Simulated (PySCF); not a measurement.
**Tl: excitation energy**

Tl [Xe] 4f14 5d10 6s2 6p1 (2P) → Tl [Xe] 4f14 5d10 6s1 6p2 (4P), as a difference of total energies. Computed with PySCF 2.14 in x2c-QZVPPall, with the spin-free X2C one-electron Hamiltonian (Gaussian nucleus). Correlated levels: valence: [Xe] 4f14 5d10 frozen; valence and next inner shell: [Kr] 4d10 4f14 frozen. The calculations carry no spin-orbit coupling.

| method | excitation energy (cm⁻¹) |
| --- | --- |
| UHF | 34793 |
| r2SCANh | 46937 |
| B2PLYP | 46543 |
| MP2 (valence) | 39431 |
| SCS-MP2 (valence) | 41232 |
| MP2 (valence and next inner shell) | 49183 |
| SCS-MP2 (valence and next inner shell) | 49743 |

Spin-orbit coupling is strong in these open shells (close to jj coupling). The scalar numbers leave it out and a first-order estimate fails, so it can dominate the gap to the real levels.
